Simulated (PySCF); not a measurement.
Basis-set dependence of excited states

Species: CH₉AsGaN.
Cartesian coordinates in Å at the PBE0-D3(BJ)/def2-SVP level; atoms count from 1:
```
atom  x, y, z in Å
C1    -1.7096    0.8387   -0.5133
N2    -1.1153   -0.2834    0.1621
Ga3   -0.0887   -1.6187   -0.5779
As4    2.1369    0.0746   -0.0038
H5    -1.3685    1.8183   -0.1227
H6    -2.8161    0.8423   -0.4616
H7    -1.4472    0.8163   -1.5833
H8    -1.3264   -0.3144    1.1534
H9     0.0218   -1.5984   -2.1412
H10    0.3003   -2.8039    0.3696
H11    2.0166    0.4591    1.4574
H12    3.6421    0.3069   -0.0813
H13    1.7604    1.4459   -0.5289
```

TDDFT with PBE0 (PySCF), vertical singlets, core orbitals frozen in the response, spherical d and f functions. One conformer (not necessarily the lowest) at the PBE0-D3(BJ)/def2-SVP geometry, without solvent, vibrations or thermal averaging. Relativistic effects, spin–orbit coupling among them, are left out although an element past zinc is present.

```csv
basis,functions,diffuse,S1 (eV),S2 (eV),S3 (eV),S4 (eV),S5 (eV),LUMO (eV),α (au)
6-31G*,110,no,5.17,5.40,5.57,6.21,6.81,0.08,75.7
def2-SVP,137,no,5.33,5.43,5.52,6.13,6.77,0.03,79.1
def2-SVPD,188,yes,5.07,5.34,5.36,5.41,6.41,-0.27,91.9
aug-cc-pVDZ,199,yes,4.76,5.00,5.21,5.26,5.73,-0.55,93.4
def2-TZVP,212,no,5.19,5.33,5.44,5.79,6.69,-0.13,87.4
def2-TZVPD,263,yes,4.96,5.18,5.28,5.32,6.19,-0.36,93.1
```

Question: Compare the sets with the largest diffuse one.

Answer: States are compared by their number. Against the largest diffuse basis here (def2-TZVPD, itself not a converged limit), sets without diffuse functions differ by up to 0.37 eV in S1 and 0.63 eV in S5; the smaller diffuse sets differ by up to 0.20 and 0.46 eV. State by state, the largest deviation of a set without diffuse functions is S1 0.37, S2 0.25, S3 0.29, S4 0.89, S5 0.63 eV. The same number needn't mean the same state in each row. Against def2-TZVPD the polarisability deviates by -19% in 6-31G*, -15% in def2-SVP, -1% in def2-SVPD, 0% in aug-cc-pVDZ, -6% in def2-TZVP.

Without π bonds the low states are Rydberg-like; a valence basis with one diffuse set may place them up to an eV too high.
